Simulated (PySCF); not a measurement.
Species: C7H8FOP.
Atom-mapped SMILES: `[CH2:1]=[CH:2][C:3]1=[CH:4][P@@H:5](=[O:6])[C:7]([F:8])=[C:9]1[CH3:10]`

NICS is the negative of the GIAO shielding at a point without a nucleus: at the ring centre (0) and 1 Å above and below it (1); zz is the component along the ring normal. Level: GIAO PBE0/pcSseg-1 (PySCF, non-relativistic, gas phase) on the GFN2-xTB geometry, one conformer.

Ring bond lengths (Å), with Mayer bond orders in brackets: C3–C4 1.350 (1.73), C4–P5 1.798 (0.86), P5–C7 1.821 (0.84), C7–C9 1.342 (1.71), C9–C3 1.476 (0.96).

What do the NICS probes read (ppm)?

```csv
ring,type,NICS(0),"NICS(1), two faces","NICS(1)zz, two faces",rms pucker (Å),"centre to ring atoms, mean (Å)"
C3–C4–P5–C7–C9,"5-membered ring with P; formal bonds 2 double, 3 single",-0.2,-2.4 / -1.2,4.6 / 4.3,0.02,1.32
```

What do they say, and how far can they be read as aromaticity?

- C3–C4–P5–C7–C9: mean NICS(1)zz 4.4 ppm, deshielded. P5 has four or more neighbours, so the value isn't read as a sign of a π ring current.

What is the mean of the two in-plane components of NICS at the first NICS(1) probe listed for ring C3–C4–P5–C7–C9, 1 Å off the ring?

The isotropic value is a third of the trace: (3 × -2.4 − (4.6))/2 = -5.9 ppm.

Shape of the structure used: `[CH2:1]=[CH:2][C:3]1=[CH:4][P@@H:5](=[O:6])[C:7]([F:8])=[C:9]1[CH3:10]`: C1–C2–C3–C4 -142°.
